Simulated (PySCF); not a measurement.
C4H13AlN, doublet, at a GFN2-xTB geometry (such geometries of metal compounds can be far from the true shape) (the spin is typed, not shown lowest), with bond 12-5 at 1.3 times its length; HF/3-21G (PySCF).

PySCF was given this input:
```python
from pyscf import gto, scf

mol = gto.M(
    atom='''
Al   -1.59979072   -0.88786746   -0.40362325
H    -1.14503255   -2.39544136   -0.09897162
H    -1.35171419   -0.61314711   -1.96399238
C    -0.34890626    2.11541956    0.52010680
C     0.55742139    1.22202877   -0.31216783
N     0.41448270   -0.19746673    0.00760812
C     1.30725082   -0.96939952   -0.84313427
C     0.71112744   -0.48363466    1.40074643
H    -1.35034951    1.66912963    0.54156864
H     0.01323049    2.22928944    1.53870110
H    -0.41001572    3.10128350    0.06729033
H     0.19490275    1.35753242   -1.68045539
H     1.60694945    1.53391976   -0.19885799
H     1.06790300   -0.76990160   -1.88578293
H     1.14148954   -2.02875673   -0.65723038
H     2.35858774   -0.72420002   -0.65673259
H     1.72635370   -0.17493996    1.67377588
H    -0.00712208    0.02066504    2.04483164
H     0.60569914   -1.55610371    1.56063546
''',
    basis='3-21g',
    spin=1,
    verbose=4,
)

mf = scf.UHF(mol)
mf.DIIS = scf.EDIIS
mf.kernel()
mf.analyze()
```

Output, abridged:

```
PySCF version 2.14.0

[INPUT] verbose = 4
[INPUT] num. atoms = 19
[INPUT] num. electrons = 57
[INPUT] charge = 0
[INPUT] spin (= nelec alpha-beta = 2S) = 1
[INPUT] symmetry False subgroup None
[INPUT] Mole.unit = angstrom
[INPUT] Symbol           X                Y                Z      unit          X                Y                Z       unit  Magmom
[...]
nuclear repulsion = 317.753205672188
number of shells = 58
number of NR pGTOs = 141
number of NR cGTOs = 84
basis = 3-21g
ecp = {}

******** <class 'pyscf.scf.uhf.UHF'> ********
method = UHF
initial guess = minao
damping factor = 0
level_shift factor = 0
DIIS = <class 'pyscf.scf.diis.EDIIS'>
diis_start_cycle = 1
diis_space = 8
diis_damp = 0
SCF conv_tol = 1e-09
SCF conv_tol_grad = None
SCF max_cycles = 50
direct_scf = True
direct_scf_tol = 1e-13
number electrons alpha = 29  beta = 28
Set gradient conv threshold to 3.16228e-05
init E= -453.267474520979

cycle= 1 E= -452.72689953967  delta_E= 0.541  |g|= 0.324  |ddm|= 2.54
cycle= 2 E= -452.802822214826  delta_E= -0.0759  |g|= 0.148  |ddm|= 0.562
cycle= 3 E= -452.812880785495  delta_E= -0.0101  |g|= 0.0714  |ddm|= 0.225
cycle= 4 E= -452.815655568248  delta_E= -0.00277  |g|= 0.0179  |ddm|= 0.0885
cycle= 5 E= -452.815942796975  delta_E= -0.000287  |g|= 0.00623  |ddm|= 0.0263
cycle= 6 E= -452.816019581282  delta_E= -7.68e-05  |g|= 0.00361  |ddm|= 0.0144
cycle= 7 E= -452.816047971806  delta_E= -2.84e-05  |g|= 0.00238  |ddm|= 0.00813
cycle= 8 E= -452.816047995632  delta_E= -2.38e-08  |g|= 0.00238  |ddm|= 8.4e-06
cycle= 9 E= -452.816060483273  delta_E= -1.25e-05  |g|= 0.00165  |ddm|= 0.00527
cycle= 10 E= -452.816060483312  delta_E= -3.87e-11  |g|= 0.00165  |ddm|= 1.85e-08
cycle= 11 E= -452.816066419269  delta_E= -5.94e-06  |g|= 0.00116  |ddm|= 0.00359
cycle= 12 E= -452.816066423655  delta_E= -4.39e-09  |g|= 0.00116  |ddm|= 3.21e-06
cycle= 13 E= -452.816069332093  delta_E= -2.91e-06  |g|= 0.000823  |ddm|= 0.0025
cycle= 14 E= -452.816069378367  delta_E= -4.63e-08  |g|= 0.000816  |ddm|= 4.82e-05
cycle= 15 E= -452.816069589181  delta_E= -2.11e-07  |g|= 0.000785  |ddm|= 0.000225
cycle= 16 E= -452.816070824785  delta_E= -1.24e-06  |g|= 0.000576  |ddm|= 0.00155
cycle= 17 E= -452.816070849965  delta_E= -2.52e-08  |g|= 0.000571  |ddm|= 3.76e-05
cycle= 18 E= -452.816071027239  delta_E= -1.77e-07  |g|= 0.000534  |ddm|= 0.000275
cycle= 19 E= -452.816071554569  delta_E= -5.27e-07  |g|= 0.000403  |ddm|= 0.000966
cycle= 20 E= -452.816071573912  delta_E= -1.93e-08  |g|= 0.000398  |ddm|= 4.15e-05
cycle= 21 E= -452.816071640963  delta_E= -6.71e-08  |g|= 0.000378  |ddm|= 0.000149
cycle= 22 E= -452.81607188936  delta_E= -2.48e-07  |g|= 0.000291  |ddm|= 0.000639
cycle= 23 E= -452.816071911092  delta_E= -2.17e-08  |g|= 0.000282  |ddm|= 6.53e-05
cycle= 24 E= -452.816071947831  delta_E= -3.67e-08  |g|= 0.000266  |ddm|= 0.000115
cycle= 25 E= -452.816071992946  delta_E= -4.51e-08  |g|= 0.000246  |ddm|= 0.000152
cycle= 26 E= -452.81607208837  delta_E= -9.54e-08  |g|= 0.000195  |ddm|= 0.000373
cycle= 27 E= -452.816072046247  delta_E= 4.21e-08  |g|= 0.000219  |ddm|= 0.000175
cycle= 28 E= -452.81607211014  delta_E= -6.39e-08  |g|= 0.000182  |ddm|= 0.000275
cycle= 29 E= -452.816072126917  delta_E= -1.68e-08  |g|= 0.000171  |ddm|= 8.22e-05
cycle= 30 E= -452.816072157883  delta_E= -3.1e-08  |g|= 0.000148  |ddm|= 0.000168
cycle= 31 E= -452.816072170638  delta_E= -1.28e-08  |g|= 0.000137  |ddm|= 7.73e-05
cycle= 32 E= -452.81607218265  delta_E= -1.2e-08  |g|= 0.000127  |ddm|= 7.87e-05
cycle= 33 E= -452.816072182251  delta_E= 3.99e-10  |g|= 0.000127  |ddm|= 2.77e-06
cycle= 34 E= -452.81607219322  delta_E= -1.1e-08  |g|= 0.000116  |ddm|= 7.79e-05
cycle= 35 E= -452.816072199967  delta_E= -6.75e-09  |g|= 0.000109  |ddm|= 5.17e-05
cycle= 36 E= -452.816072208646  delta_E= -8.68e-09  |g|= 9.95e-05  |ddm|= 7.19e-05
cycle= 37 E= -452.816072218924  delta_E= -1.03e-08  |g|= 8.65e-05  |ddm|= 9.56e-05
[...]
SCF not converged.
Total Energy =                        -452.816072245216105
[...]
spin_pop of  4 C 3px       0.00001
spin_pop of  4 C 3py       0.00000
spin_pop of  4 C 3pz       0.00001
spin_pop of  5 N 1s        0.00000
spin_pop of  5 N 2s       -0.00082
spin_pop of  5 N 3s       -0.00002
spin_pop of  5 N 2px      -0.00049
spin_pop of  5 N 2py       0.00024
spin_pop of  5 N 2pz      -0.00011
spin_pop of  5 N 3px      -0.00010
spin_pop of  5 N 3py      -0.00000
spin_pop of  5 N 3pz       0.00001
spin_pop of  6 C 1s        0.00000
spin_pop of  6 C 2s        0.00213
spin_pop of  6 C 3s        0.00007
spin_pop of  6 C 2px      -0.00089
spin_pop of  6 C 2py      -0.00003
spin_pop of  6 C 2pz      -0.00006
spin_pop of  6 C 3px       0.00006
spin_pop of  6 C 3py       0.00001
spin_pop of  6 C 3pz       0.00000
spin_pop of  7 C 1s        0.00000
spin_pop of  7 C 2s        0.00034
spin_pop of  7 C 3s        0.00000
spin_pop of  7 C 2px       0.00076
spin_pop of  7 C 2py       0.00069
spin_pop of  7 C 2pz       0.00024
spin_pop of  7 C 3px       0.00000
spin_pop of  7 C 3py       0.00003
spin_pop of  7 C 3pz       0.00000
spin_pop of  8 H 1s       -0.00700
spin_pop of  8 H 2s        0.00026
spin_pop of  9 H 1s       -0.00082
spin_pop of  9 H 2s        0.00001
spin_pop of  10 H 1s       -0.00090
spin_pop of  10 H 2s        0.00001
spin_pop of  11 H 1s        0.00065
spin_pop of  11 H 2s        0.00001
spin_pop of  12 H 1s        0.00018
spin_pop of  12 H 2s        0.00001
spin_pop of  13 H 1s        0.00009
spin_pop of  13 H 2s        0.00008
spin_pop of  14 H 1s       -0.00010
spin_pop of  14 H 2s        0.00010
spin_pop of  15 H 1s        0.00435
spin_pop of  15 H 2s       -0.00001
spin_pop of  16 H 1s       -0.00053
spin_pop of  16 H 2s        0.00001
spin_pop of  17 H 1s       -0.00053
spin_pop of  17 H 2s        0.00002
spin_pop of  18 H 1s       -0.00011
spin_pop of  18 H 2s       -0.00001
 ** Mulliken Spin Density (per atom)  **
spin density of  0 Al =      0.95003
spin density of  1 H =      0.01869
spin density of  2 H =      0.01415
spin density of  3 C =      0.02163
spin density of  4 C =     -0.00228
spin density of  5 N =     -0.00130
spin density of  6 C =      0.00128
spin density of  7 C =      0.00206
spin density of  8 H =     -0.00674
spin density of  9 H =     -0.00081
spin density of  10 H =     -0.00089
spin density of  11 H =      0.00066
spin density of  12 H =      0.00019
spin density of  13 H =      0.00017
spin density of  14 H =     -0.00001
spin density of  15 H =      0.00433
spin density of  16 H =     -0.00052
spin density of  17 H =     -0.00051
spin density of  18 H =     -0.00012
 ** Mulliken pop alpha/beta on meta-lowdin orthogonal AOs **
 ** Mulliken pop       alpha | beta **
In total            29.00000 | 28.00000
 ** Mulliken atomic charges   ( Nelec_alpha | Nelec_beta ) **
charge of  0Al =      0.12033  (     6.91485      5.96482 )
charge of  1H =     -0.20051  (     0.60960      0.59091 )
charge of  2H =     -0.19728  (     0.60571      0.59156 )
charge of  3C =     -0.27091  (     3.14627      3.12464 )
charge of  4C =     -0.00256  (     3.00014      3.00242 )
charge of  5N =     -0.22526  (     3.61198      3.61328 )
charge of  6C =     -0.13874  (     3.07001      3.06873 )
charge of  7C =     -0.14375  (     3.07291      3.07085 )
charge of  8H =      0.10677  (     0.44324      0.44999 )
charge of  9H =      0.09226  (     0.45347      0.45428 )
charge of  10H =      0.10691  (     0.44610      0.44699 )
charge of  11H =      0.04900  (     0.47583      0.47517 )
charge of  12H =      0.08525  (     0.45747      0.45728 )
charge of  13H =      0.11805  (     0.44106      0.44089 )
charge of  14H =      0.11655  (     0.44172      0.44173 )
charge of  15H =      0.07903  (     0.46265      0.45832 )
charge of  16H =      0.08316  (     0.45816      0.45868 )
charge of  17H =      0.10346  (     0.44802      0.44853 )
charge of  18H =      0.11824  (     0.44082      0.44094 )
Dipole moment(X, Y, Z, Debye):  3.73808,  2.68883,  2.13876
```

Convergence was not reached.
